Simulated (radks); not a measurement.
All-electron atom: Cs2+ in [Kr] 4d10 5s2 5p4 6p1 (not the ground configuration). Calculated with a radial shooting solver on a logarithmic mesh with Libxc functionals: Dirac Kohn-Sham, PBEsol, spin-unpolarised, spherical densities, point nucleus; open shells are shared between the two j in proportion to 2j + 1.

Spin-orbit splittings of the eigenvalues, e(l+1/2) - e(l-1/2), with zeta = 2 splitting/(2l+1) and mean radii in bohr:

| shell | occ. | splitting (eV) | zeta (eV) | <r> j=l-1/2 | <r> j=l+1/2 |
|---|---|---|---|---|---|
| 2p | 6 | 352.0 | 234.7 | 0.09405 | 0.09994 |
| 3p | 6 | 67.46 | 44.97 | 0.2888 | 0.3006 |
| 3d | 10 | 14.33 | 5.731 | 0.2714 | 0.2751 |
| 4p | 6 | 13.82 | 9.214 | 0.7202 | 0.7478 |
| 4d | 10 | 2.300 | 0.9199 | 0.8285 | 0.8388 |
| 5p | 4 | ? | ? | 1.879 | 1.950 |
| 6p | 1 | 0.3431 | 0.2288 | 4.540 | 4.662 |

Estimate the 5p splitting.

Answer. 1.977 eV (zeta = 1.318 eV).
